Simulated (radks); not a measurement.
Spherical jellium clusters: N electrons in a uniform positive sphere of charge N and radius rs N^(1/3), rs = 4.75 bohr. Method: non-relativistic Kohn-Sham, PBEsol, spin-polarised, spherical densities; computed with a radial shooting solver with Libxc functionals. Levels are named by radial order and angular momentum (1s, 1p, 1d, 2s, ...), and open shells are averaged over m.

N = 10, configuration 1s2 1p6 1d(up 2, down 0). This is the lowest configuration that the search found. Occupied levels:

level    occupation  eigenvalue (eV)  <r> (bohr)
1s up             1          -3.9201       6.844
1s down           1          -3.8094       6.426
1p up             3          -3.1689       8.001
1p down           3          -2.9563       7.775
1d up             2          -2.1961       8.963

Energy (eV): total -17.5337, kinetic 13.077, external -314.96, Hartree 155.87, exchange-correlation -31.066, background 159.54.
